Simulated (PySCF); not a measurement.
**Computed data sheet: `[O+]#CCC(F)(F)C(F)(F)F`**

C₄H₂F₅O (charge +1).
Cartesian coordinates in Å at the PBE0-D3(BJ)/def2-SVP level; atoms count from 1:
```xyz
12
C4H2F5O angstrom
O     -2.332    1.569    0.180
C     -1.728    0.640    0.057
C     -0.996   -0.573   -0.117
C      0.474   -0.329   -0.598
F      0.437    0.467   -1.662
F      0.979   -1.504   -0.915
C      1.300    0.345    0.525
F      1.391   -0.480    1.550
F      2.476    0.702    0.102
F      0.598    1.427    0.908
H     -1.528   -1.169   -0.885
H     -1.019   -1.121    0.846
```

Among its groups: CF3 group and C–F bond.

From PBE0-D3(BJ)/def2-SVP geometry optimisation, gas phase (PySCF):

| Quantity | Value |
| --- | --- |
| Point group | C1 |
| Rotational constants A, B, C | 1.900, 1.167, 0.988 GHz |

From PBE0/def2-SVPD ground state and vertical TDDFT (core frozen in the response) (PySCF):

| Property | Result |
| --- | --- |
| HOMO energy | -15.73 eV |
| LUMO energy | -8.65 eV |
| HOMO–LUMO gap | 7.08 eV |
| Lowest singlet excitation | 5.96 eV (208 nm, f = 0.041) |
| Strongest line among the 6 lowest singlet transitions | S1 at 5.96 eV (208 nm, f = 0.041) |
| Static isotropic polarisability | 49.5 au |
| Electronic spatial extent ⟨r²⟩ about the centre of nuclear charge | 1163 bohr² |

Monoisotopic mass of the ion (most abundant isotopes, electron mass counted): 161.0020 u.

The principal polarisabilities are 42.1, 46.0 and 60.3 au; their mean is the isotropic value. The largest Löwdin shares of the LUMO are 0.43 on C2, 0.33 on O1, 0.09 on C3 and 0.06 on C4. The rotational constants make it an asymmetric top with κ = (2B − A − C)/(A − C) = -0.61, nearer the prolate limit (−1). The polarisability is 7.33 Å³ as a volume (1 au = 0.148185 Å³), or 0.63 au for each of the 78 electrons.

One conformer stands for the species.
